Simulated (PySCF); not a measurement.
C₂H₄BF₃, SMILES FCB(F)CF.

Geometry optimised at B3LYP-D3(BJ)/def2-SVP. The structure was generated by enumeration, and PubChem lists no compound with its InChIKey, so it may never have been made. One conformer was computed; it need not be the lowest.

Two levels are set side by side: TDA-PBE/def2-SVPD (PySCF) and TDA-PBE0/def2-SVPD (PySCF). Vertical, same geometry. The lowest singlet is HOMO→LUMO 100 % with PBE and HOMO→LUMO 99 % with the other functional; states are paired by order. Differences are taken from unrounded values.

```csv
quantity,TDA-PBE0,TDA-PBE,TDA-PBE minus TDA-PBE0
lowest singlet excitation (eV),6.29,5.56,-0.73
lowest triplet excitation (TDA) (eV),5.72,5.10,-0.62
first bright state (f over 0.05) (eV),8.13,6.77,-1.36
its oscillator strength,0.14,0.07,-0.07
```

A lower first singlet is the usual sign of a functional without exact exchange. Differences between two approximate levels are no errors against the true value.

Rough cost on one machine, each run with all the roots and properties that it gave: TDA-PBE0 against TDA-PBE about 2 times.
